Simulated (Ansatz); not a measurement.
**Energy profile**

The step: ZrHCl₃O ([OH][Zr]([Cl])([Cl])[Cl]) + H₂ → ZrHCl₃ ([Cl][ZrH]([Cl])[Cl]) + H₂O (still joined by a long Zr–O bond); bonds formed: Zr1–H7, O2–H6; bonds broken: H6–H7; bonds weakened to dative contacts: Zr1–O2 (atoms numbered as in the saddle structure below).

Zr1  (-0.309, 0.188, -0.573)
O2  (1.219, -0.150, 0.883)
Cl3  (0.328, -1.738, -1.738)
Cl4  (-2.631, 0.100, -0.843)
Cl5  (0.386, 2.156, -1.584)
H6  (0.174, 0.061, 1.442)
H7  (-0.824, 0.372, 1.357)
H8  (1.657, -0.988, 1.056)
(Å)

Electronic energies by CCSD(T) at an estimated basis limit (MP2 extrapolated from triple and quadruple zeta, plus CCSD(T) − MP2 in triple zeta), on PBE0-D4/def2-TZVP structures; ZrH$_{3}$Cl$_{3}$O, closed shell; no counterpoise correction. Ansatz 0.2.0; basis: def2-TZVPP and def2-QZVPP; cores frozen in the correlated methods. Core potentials replace the inner electrons of the atoms past krypton. Extrapolation: Hartree–Fock as exp(−7.88 √X), correlation as X^−2.97.

**Question.** Give the profile in kcal/mol, counted from the separated reactants. (An estimate is asked for; the value comes from the calculation.)

**Answer.** By the calculation:
| point | kcal/mol |
| --- | --- |
| separated: ZrHCl$_{3}$O (linked as [OH][Zr]([Cl])([Cl])[Cl]; Zr1, O2, Cl3, Cl4, Cl5, H8; singlet) + H$_{2}$ (H6, H7; singlet) | 0.00 |
| start structure | -0.87 |
| saddle | 34.99 |
| end structure | 22.23 |
| separated: ZrHCl$_{3}$ (linked as [Cl][ZrH]([Cl])[Cl]; Zr1, Cl3, Cl4, Cl5, H7; singlet) + H$_{2}$O (O2, H6, H8; singlet) | 40.18 |

No T1 diagnostic of these runs exceeds 0.017.

For scale, one of the runs: CCSD(T)/def2-TZVPP, 255 basis functions, launched by `ansatz run in.yaml --threads 8 --pin off --events-out ev --progress --plain --max-ram 19148MiB`. The run took 3.3 min on 8 CPU threads of an Arm Neoverse V1 (shared host), with 6 GiB of host memory at its peak.
